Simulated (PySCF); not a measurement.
## How methods differ on the ionisation energy of Te²⁺

Te²⁺ [Kr] 4d10 5s2 5p2 (3P) → Te³⁺ [Kr] 4d10 5s2 5p1 (2P), as a difference of total energies. All numbers are calculated (PySCF 2.14, the spin-free X2C one-electron Hamiltonian (Gaussian nucleus), in x2c-TZVPPall with one added diffuse shell each of s, p, d, f type (9s7p5d3f, 76 functions)). Correlated levels: valence: [Kr] 4d10 frozen. The calculations carry no spin-orbit coupling.

Task: Order these methods by the ionisation energy they give, lowest first.
A. MP2 (valence)
B. UHF
C. CCSD(T) (valence)
D. SCS-MP2 (valence)

Result: B (26.942 eV), D (27.181 eV), A (27.242 eV), C (27.292 eV).

The reference lies between the lowest fine-structure levels, while these numbers refer to the centres of the terms.

Errors of the correlated levels include the incompleteness of this basis and the frozen core.

For comparison: 27.84 ± 0.04 eV (measured; NIST Atomic Spectra Database, ionization energies).
